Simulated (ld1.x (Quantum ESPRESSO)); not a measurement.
## Logarithmic derivatives: Si (Z = 14), TM

Si, norm-conserving Troullier–Martins (Kleinman–Bylander form), made with ld1.x (Quantum ESPRESSO) 7.5 (PBEsol, scalar-relativistic). Core [Ne], reference 3s2 3p2. Waves: 3p (bound): rc 2.40 bohr; 3d channel at -0.05 Ry: rc 1.85 bohr; 3s (bound): rc 1.90 bohr. Local part: the s channel. Core correction: Bessel-smoothed model core inside 1.05 bohr.

The phase is arctan(r·u′/u) with u = r·R(r), unwrapped; energies in Ry, scanned from -3 to 5 Ry. A pole is an energy at which the radial function vanishes at the test radius. The pseudo phase is shifted by a multiple of π to meet the all-electron one at the reference energy, and phase errors are pseudo minus all-electron; the curves can meet again beyond the range given. Levels narrower than the energy grid can be missing from the lists of poles.

For each channel, where are the poles, and over which energies does the pseudopotential scatter like the atom?

| channel | radius (bohr) | reference energy (Ry) | poles, all-electron | poles, pseudo | unbroken range about the reference energy with phases within 0.05 rad | phase error 1 Ry above the reference energy (rad) |
| --- | --- | --- | --- | --- | --- | --- |
| s | 2.60 | -0.79 | 0.17 | 0.15 | below 2.1 | -0.003 |
| p | 2.60 | -0.30 | 1.02 | 0.99 | below 2.4 | -0.005 |
| d | 2.60 | -0.05 | 2.03 | 2.05 | below 3.7 | +0.002 |

Phases in the p channel:

```json
{"E (Ry)": "-3.00", "all-electron": "1.318", "pseudo": "1.317"}
{"E (Ry)": "-2.52", "all-electron": "1.286", "pseudo": "1.286"}
{"E (Ry)": "-2.04", "all-electron": "1.239", "pseudo": "1.238"}
{"E (Ry)": "-1.56", "all-electron": "1.158", "pseudo": "1.157"}
{"E (Ry)": "-1.08", "all-electron": "0.987", "pseudo": "0.985"}
{"E (Ry)": "-0.60", "all-electron": "0.433", "pseudo": "0.431"}
{"E (Ry)": "-0.12", "all-electron": "-0.877", "pseudo": "-0.877"}
{"E (Ry)": "0.36", "all-electron": "-1.364", "pseudo": "-1.367"}
{"E (Ry)": "0.84", "all-electron": "-1.531", "pseudo": "-1.537"}
{"E (Ry)": "1.32", "all-electron": "-1.625", "pseudo": "-1.635"}
{"E (Ry)": "1.80", "all-electron": "-1.698", "pseudo": "-1.718"}
{"E (Ry)": "2.28", "all-electron": "-1.776", "pseudo": "-1.819"}
{"E (Ry)": "2.76", "all-electron": "-1.884", "pseudo": "-1.997"}
{"E (Ry)": "3.24", "all-electron": "-2.088", "pseudo": "-2.521"}
{"E (Ry)": "3.72", "all-electron": "-2.650", "pseudo": "-3.833"}
{"E (Ry)": "4.20", "all-electron": "-3.769", "pseudo": "-4.355"}
{"E (Ry)": "4.68", "all-electron": "-4.276", "pseudo": "-4.524"}
```
